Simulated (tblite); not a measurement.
C6H6F2.
SMILES with atom numbers: `[F:1][C:2]1=[CH:3][CH2:4][C@H:5]([F:6])[CH:7]=[CH:8]1` (hydrogens: H9 on C3; H10, H11 on C4; H12 on C5; H13 on C7; H14 on C8)

Computed with GFN2-xTB (tblite), gas phase: L-BFGS steps from a force-field or distance-geometry start until the largest atomic force falls under 0.01 eV/Å.

Step 25: E = -689.3651 eV
```
atom  x, y, z in Å  |  force x, y, z in eV/Å
F1      2.8597    0.1794    0.4617   -0.026  -0.046   0.014
C2      1.5310    0.1078    0.2230   -0.021   0.004   0.008
C3      0.7234    1.0956    0.5987   -0.025  -0.012   0.073
C4     -0.7398    1.0627    0.2972   -0.009   0.019  -0.003
C5     -1.2724   -0.2851   -0.2035   -0.005  -0.024   0.025
F6     -1.9212   -0.9366    0.8504   -0.034   0.051   0.057
C7     -0.2327   -1.2378   -0.7125    0.041   0.015  -0.053
C8      1.0650   -1.0727   -0.4663    0.017   0.049  -0.051
H9      1.1089    1.9570    1.1210   -0.016   0.026  -0.029
H10    -0.9539    1.8379   -0.4449    0.023  -0.009  -0.034
H11    -1.3036    1.3307    1.1954    0.020  -0.018   0.012
H12    -2.0648   -0.1323   -0.9488    0.017  -0.018  -0.002
H13    -0.6062   -2.1164   -1.2141    0.001  -0.025   0.008
H14     1.8059   -1.7906   -0.7793    0.018  -0.012  -0.024
```

Step 26: E = -689.3662 eV
```
atom  x, y, z in Å  |  force x, y, z in eV/Å
F1      2.8570    0.1733    0.4755   -0.052  -0.049   0.016
C2      1.5286    0.1042    0.2315   -0.018  -0.018  -0.004
C3      0.7206    1.0934    0.6033    0.001  -0.006   0.065
C4     -0.7406    1.0625    0.2905    0.024   0.067   0.016
C5     -1.2726   -0.2883   -0.1974   -0.003  -0.004   0.039
F6     -1.8972   -0.9432    0.8691   -0.033   0.050   0.053
C7     -0.2334   -1.2317   -0.7223    0.063   0.004  -0.029
C8      1.0637   -1.0725   -0.4668    0.009   0.072  -0.054
H9      1.1073    1.9557    1.1245   -0.034   0.010  -0.033
H10    -0.9450    1.8294   -0.4629    0.024  -0.012  -0.047
H11    -1.3084    1.3483    1.1801    0.000  -0.036   0.024
H12    -2.0782   -0.1407   -0.9281   -0.004  -0.021  -0.016
H13    -0.6075   -2.1026   -1.2352    0.006  -0.051  -0.002
H14     1.8049   -1.7882   -0.7839    0.018  -0.007  -0.027
```

Question: Estimate the geometry and energy of step 27. (The exact step hangs on the optimiser's Hessian estimate; all steps are aligned on step 26, rigid shifts and turns removed.)

Answer: E = -689.3675 eV, largest force 0.112 eV/Å
```
atom  x, y, z in Å  |  force x, y, z in eV/Å
F1      2.8531    0.1650    0.4921   -0.065  -0.047   0.021
C2      1.5254    0.0998    0.2418   -0.014  -0.035  -0.019
C3      0.7172    1.0905    0.6101    0.026   0.003   0.036
C4     -0.7413    1.0628    0.2834    0.048   0.097   0.030
C5     -1.2729   -0.2924   -0.1893    0.004   0.025   0.041
F6     -1.8714   -0.9492    0.8914   -0.017   0.048   0.035
C7     -0.2337   -1.2248   -0.7335    0.053  -0.014   0.012
C8      1.0627   -1.0711   -0.4687   -0.002   0.074  -0.055
H9      1.1047    1.9551    1.1273   -0.046  -0.006  -0.024
H10    -0.9341    1.8185   -0.4845    0.027  -0.018  -0.051
H11    -1.3134    1.3685    1.1628   -0.024  -0.051   0.032
H12    -2.0925   -0.1514   -0.9044   -0.023  -0.022  -0.021
H13    -0.6089   -2.0871   -1.2594    0.019  -0.065  -0.008
H14     1.8042   -1.7846   -0.7913    0.014   0.010  -0.028
```

The energy changes by -0.0013 eV. The first-order estimate −F·Δx gives -0.0018 eV and the mean of the old and new forces, exact on a quadratic surface, -0.0013 eV. The step makes an angle of 84° with the force vector and moves no atom by more than 0.035 Å.

What follows is the cost of the whole relaxation. Hardware: one thread of an Arm Neoverse N1, shared host. Cost: 0.48 s wall.
